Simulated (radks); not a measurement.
Results of a calculation; reference values are marked as such.
Question: Species: Tb10+. Configuration: [Kr] 4d10 4f6 5s2 5d1 (not the ground configuration). Level of theory: Dirac Kohn-Sham, exchange-only PBE, spin-unpolarised, spherical densities, point nucleus; open shells are shared between the two j in proportion to 2j + 1 (a radial shooting solver on a logarithmic mesh with Libxc functionals).

Spin-orbit splittings of the eigenvalues, e(l+1/2) - e(l-1/2), with zeta = 2 splitting/(2l+1) and mean radii in bohr:

| shell | occ. | splitting (eV) | zeta (eV) | <r> j=l-1/2 | <r> j=l+1/2 |
|---|---|---|---|---|---|
| 2p | 6 | 746.8 | 497.8 | 0.07589 | 0.08284 |
| 3p | 6 | ? | ? | 0.2286 | 0.2418 |
| 3d | 10 | 33.63 | 13.45 | 0.2140 | 0.2181 |
| 4p | 6 | 35.04 | 23.36 | 0.5480 | 0.5766 |
| 4d | 10 | 6.479 | 2.591 | 0.6039 | 0.6134 |
| 4f | 6 | 1.065 | 0.3042 | 0.6963 | 0.7015 |
| 5p | 0 | 7.532 | 5.021 | 1.235 | 1.288 |
| 5d | 1 | 1.263 | 0.5052 | 1.472 | 1.488 |

Estimate the 3p splitting.

Answer: 154.2 eV (zeta = 102.8 eV).
